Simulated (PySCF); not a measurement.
S⁺: excitation energy

S⁺ [Ne] 3s2 3p3 (4S) → S⁺ [Ne] 3s1 3p4 (4P), as a difference of total energies. All numbers are calculated (PySCF 2.14, scalar relativity by spin-free X2C-1e, in x2c-TZVPPall with one added diffuse shell each of s, p, d type (6s6p4d1f, 51 functions)). Correlated levels: valence: [Ne] frozen; valence and next inner shell: 1s2 frozen. The calculations carry no spin-orbit coupling.

```csv
method,excitation energy (eV)
UHF,10.526
LDA,10.418
PBE,10.309
PBE0,10.448
r2SCAN,10.017
M06-2X,10.533
B3LYP,10.465
TPSSh,10.350
PW91,10.298
MP2 (valence),10.517
SCS-MP2 (valence),10.518
MP2 (valence and next inner shell),10.602
SCS-MP2 (valence and next inner shell),10.584
```

Problem. How much does correlation contribute at MP2 (valence and next inner shell)?

Solution. 10.602 − (10.526) = 0.076 eV, measured against UHF.

Errors of the correlated levels include the incompleteness of this basis and the frozen core.

For comparison: 9.870 eV (measured; NIST levels, between the centres of gravity of the two terms).
